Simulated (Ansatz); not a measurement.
A nudged elastic band was laid between two geometries of BrH + ClF2GeHO (8 atoms, charge 0, multiplicity 1).

The calculation used RKS B3LYP-D4/def2-SVP in Ansatz 0.2.0.

```json
{
 "movable images": "7",
 "climbing image": "yes",
 "spring": "5.0 eV/Å²",
 "optimiser": "quadratic models (default)",
 "start path": "through a guess of the saddle point",
 "force threshold": "0.05 eV/Å",
 "iteration limit": "60",
 "end points": "relaxed"
}
```

First end point:

```xyz
8
Properties=species:S:1:pos:R:3
Ge -0.272 -0.178 -0.138
F -0.050 0.041 1.572
F 1.320 -0.464 -0.726
Cl -1.118 1.557 -0.989
O -1.304 -1.554 -0.423
H -0.944 -2.382 -0.072
Br 1.430 3.074 1.820
H 0.834 1.806 2.110
```

Last end point:

```xyz
8
Properties=species:S:1:pos:R:3
Ge 0.301 0.304 -0.567
F -0.966 0.158 2.402
F 1.339 -0.091 -1.881
Cl -1.293 1.510 -1.325
O -0.208 -1.205 0.140
H -0.623 -1.039 1.009
Br 1.548 1.567 0.944
H -0.200 0.697 2.432
```

Task: Which bonds break or form, and what moves?

Result: Bonds broken: Ge1–F2, Br7–H8. Bonds formed: Ge1–Br7, F2–H8. BrH + ClF2GeHO becomes BrClFGeHO + FH.

Task: Give the energies along the band, and the barrier.

Result: It converged. The highest image is number 4 of 0 to 8, 22.3 kcal/mol above the first end and 28.4 kcal/mol above the last; the last end lies 6.1 kcal/mol below the first. A vibrational analysis at the climbing image gives one clearly imaginary mode, 570i cm⁻¹: a first-order saddle point. The orbitals stay closed-shell, which can raise the energy where a bond breaks towards radicals; this wasn't checked here.

```tsv
image	path coordinate (Å)	energy (kcal/mol)	Ge1–F2 (Å)	Br7–H8 (Å)	Ge1–Br7 (Å)
0	0.00	0.0	1.74	1.43	4.16
1	0.85	0.2	1.74	1.43	4.12
2	1.69	1.1	1.74	1.43	4.04
3	2.54	8.7	1.77	1.44	3.41
4	3.38	22.3	1.94	1.59	2.73
5	3.91	8.7	2.25	1.94	2.47
6	4.44	-1.6	2.65	2.19	2.36
7	4.97	-5.4	2.99	2.38	2.33
8	5.50	-6.1	3.23	2.45	2.33
```

Task: What is the geometry of the highest image?

Result: 
```xyz
8
Properties=species:S:1:pos:R:3
Ge -0.004 0.216 -0.148
F -0.709 0.354 1.650
F 1.345 0.208 -1.234
Cl -1.385 1.593 -1.012
O -0.348 -1.501 -0.152
H -0.945 -1.739 0.573
Br 1.649 1.682 1.451
H 0.293 1.088 2.024
```

Task: What are the harmonic wavenumbers there?

Result: 570i, 33, 123, 152, 188, 241, 263, 274, 403, 410, 442, 622, 690, 738, 761, 978, 1447, 3818 cm⁻¹.

The run took 8.3 min on 4 threads of Arm Neoverse V1, with other jobs on the host, peak memory 0.45 GiB.
